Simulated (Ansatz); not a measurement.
The cluster PdCl₂. Charge 0, multiplicity 1. Geometry r2SCAN-D4/def2-TZVP.

```xyz
3

Pd    0.5214   -0.7620    0.0213
Cl   -1.0677   -0.1330    1.3531
Cl    0.5463    0.8950   -1.3745
```

In the def2 sets Pd takes a core potential; there is no spin–orbit coupling. HSE06 is defined as in plane-wave codes, on full-range PBE exchange. At PBE0-D4/def2-TZVP a triplet of charge 0 lies 0.15 eV below the restricted singlet, each at its own geometry. The structure comes from a short search, and lower isomers may exist.

Question: Estimate the orbital energies around the gap (eV) in Ansatz with PBE-D4/def2-SVP, PBE-D4/def2-TZVP, PBE-D4/def2-TZVPD, r2SCAN-D4/def2-TZVP, HSE06-D4/def2-TZVP.

Answer: 
| orbital | PBE-D4/def2-SVP | PBE-D4/def2-TZVP | PBE-D4/def2-TZVPD | r2SCAN-D4/def2-TZVP | HSE06-D4/def2-TZVP |
| --- | --- | --- | --- | --- | --- |
| HOMO−5 | -8.75 | -8.83 | -8.88 | -9.20 | -10.13 |
| HOMO−4 | -7.79 | -7.88 | -7.94 | -8.18 | -8.75 |
| HOMO−3 | -6.92 | -7.01 | -7.06 | -7.33 | -8.24 |
| HOMO−2 | -6.78 | -6.88 | -6.93 | -7.20 | -8.09 |
| HOMO−1 | -6.62 | -6.71 | -6.76 | -7.01 | -7.82 |
| HOMO | -6.41 | -6.53 | -6.58 | -6.81 | -7.65 |
| LUMO | -5.78 | -5.86 | -5.91 | -5.88 | -5.37 |
| LUMO+1 | -2.86 | -3.02 | -3.07 | -2.77 | -2.62 |
| LUMO+2 | -0.13 | -0.28 | -0.35 | 0.08 | -0.02 |
| LUMO+3 | 0.57 | 0.52 | 0.21 | 1.13 | 0.77 |
| LUMO+4 | 0.95 | 0.85 | 0.25 | 1.52 | 1.17 |
| LUMO+5 | 2.13 | 1.94 | 1.48 | 2.40 | 2.30 |
